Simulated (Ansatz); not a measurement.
`[F][Ge][Br]` + NH₃ → `[NH2][Ge][F]` + HBr at 298.15 K and 1 bar (ligand exchange at a Ge–Br bond).

Calculated with Ansatz (gas phase, PBE0-D4/def2-TZVP geometries, no zero-point term in ΔE). CCSD(T)/CBS is the MP2 limit (def2-TZVPP, def2-QZVPP) plus CCSD(T) − MP2 in def2-TZVPP, frozen cores. This one scheme is used for every species. For Br, Ge outer-core shells are correlated without core-valence functions, which leaves a few kJ/mol of doubt a bond. Scalar relativity is left out up to krypton. Each species was taken in one conformer, which may not be the lowest.

| species | CCSD(T)/CBS energy (Eh) | H − E (kJ/mol) | S (J/(mol·K)) |
| --- | --- | --- | --- |
| `[F][Ge][Br]` | -4749.29775 | 19.8 | 300.9 |
| NH₃ | -56.50880 | 100.5 | 192.4 |
| `[NH2][Ge][F]` | -2231.86581 | 85.6 | 285.0 |
| HBr | -2573.91920 | 24.6 | 198.6 |

H − E and S are ideal-gas, rigid-rotor, harmonic terms from PBE0-D4/def2-TZVP, for one conformer and one mirror image of each species. 1 Eh = 2625.50 kJ/mol, R = 8.31446 J/(mol·K).

Question: By hand: ΔE, ΔH, ΔS and ΔG.

Answer: ΔE = (-2231.86581) + (-2573.91920) − (-4749.29775) − (-56.50880) = 0.02154 Eh = 56.6 kJ/mol. Δ(H − E) = 85.6 + 24.6 − 19.8 − 100.5 = -10.1, so ΔH = 46.5 kJ/mol. ΔS = 285.0 + 198.6 − 300.9 − 192.4 = -9.7 J/(mol·K). ΔG = 46.5 − 298.15 × (-9.7)/1000 = 49.4 kJ/mol.

Question: By hand: the equilibrium constant, and the temperature at which ΔG would vanish if ΔH and ΔS stayed fixed.

Answer: log₁₀ K = −ΔG/(RT ln 10) = -8.7. ΔH and −TΔS have one sign here, so there is no such temperature.

The number of gas molecules stays the same, so ΔS is small and ΔH decides. A doubt of 5 kJ/mol in ΔE shifts log₁₀ K by 0.9 here. Other conformers and mirror images would add mixing entropy, several J/(mol·K) or more a flexible species. These are equilibria of isolated gas molecules and say nothing of rates. Largest T1 diagnostic: 0.014 (customary marks: 0.02 for closed shells, 0.045 for open ones).

ΔS is within the doubt of such terms, so its sign, and with it that verdict, could turn.
